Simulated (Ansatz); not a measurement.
Total energies of CH3BF2Si.

```xyz
8

F    -1.6509   -0.3777   -1.9786
C    -0.7969   -0.4291   -0.9590
B    -0.2542    0.7516   -0.2991
Si    0.8864    0.1539    1.0629
F     1.1451   -1.3897    1.3562
H    -0.5869   -1.4711   -0.7182
H    -0.4609    1.9003   -0.5348
H     1.7182    0.8616    2.0706
```

The species carries charge 0 and has multiplicity 1. The bonds changed during the relaxation, so this is another structure than the one it started from. The structure was optimised at the PBE0-D4/def2-TZVP level. Basis def2-TZVPP, Ansatz.

RPA on PBE orbitals: Hartree–Fock energy of these orbitals -552.13026 Eh, correlation -1.40726 Eh (frozen core).

```
             functional  energy without D4 (Eh)  D4 term (kJ/mol)
                r2SCANh              -553.87842              -3.8
HSE06 (plane-wave form)              -553.62693             -11.7
```

(1) Give the same for LDA (SPW92), PBE, revPBE, BLYP, r2SCAN, B97M-V, PBE0, B3LYP, r2SCAN0, BHLYP, CAM-B3LYP, LC-ωPBE, ωB97X-V, ωB97M-V, B2PLYP, PBE-QIDH. (Estimate.)

B3LYP takes the VWN-RPA correlation (the form of Gaussian; ORCA's B3LYP/G). HSE06 is the plane-wave form, built on full-range PBE exchange. The double hybrids freeze the cores in their second-order part.

Results:

(1) The calculation gave: 
| functional | energy without D4 (Eh) | D4 term (kJ/mol) |
| --- | --- | --- |
| LDA (SPW92) | -550.97396 | – |
| PBE | -553.61748 | -14.9 |
| revPBE | -553.90107 | -45.7 |
| BLYP | -554.00692 | -33.2 |
| r2SCAN | -553.89621 | -3.5 |
| B97M-V | -553.91213 | – |
| PBE0 | -553.64510 | -12.6 |
| B3LYP | -554.07269 | -24.3 |
| r2SCAN0 | -553.85318 | -4.2 |
| BHLYP | -553.92874 | -18.7 |
| CAM-B3LYP | -553.96231 | -12.7 |
| LC-ωPBE | -553.77827 | – |
| ωB97X-V | -553.90355 | – |
| ωB97M-V | -553.94127 | – |
| B2PLYP | -553.75731 | – |
| PBE-QIDH | -553.51908 | – |

LC-ωPBE has ω = 0.4 bohr⁻¹.
